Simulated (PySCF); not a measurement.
Calculation: r2SCAN-D4/def2-TZVP (PySCF 2.14.0). Isolated molecules, 0 K electronic values unless said otherwise. Excitations are Tamm–Dancoff values on a coarser integration grid. The basis has no diffuse functions, so Rydberg states are missing or too high.

Reference species (SMILES): `[F][Ga]([F])[F]` (neutral, multiplicity 1).

```
Quantity                 Result
----------------------  -------
S1 oscillator strength    0.000
T1 excitation (TDA)     6.80 eV
S1–T1 gap (TDA)         0.37 eV
```

Changed species: `[F][Ga]([SiH3])[SiH3]` (2 of 3 F replaced by SiH3; the reference has 0 of 3 F replaced by SiH3).

Q: Predict the effect on the S1 oscillator strength, T1 excitation (TDA) and S1–T1 gap (TDA).

A: the S1 oscillator strength hardly moves; the T1 excitation (TDA) drops by 3.53 eV, to 3.27 eV; the S1–T1 gap (TDA) rises by 0.34 eV, to 0.71 eV.
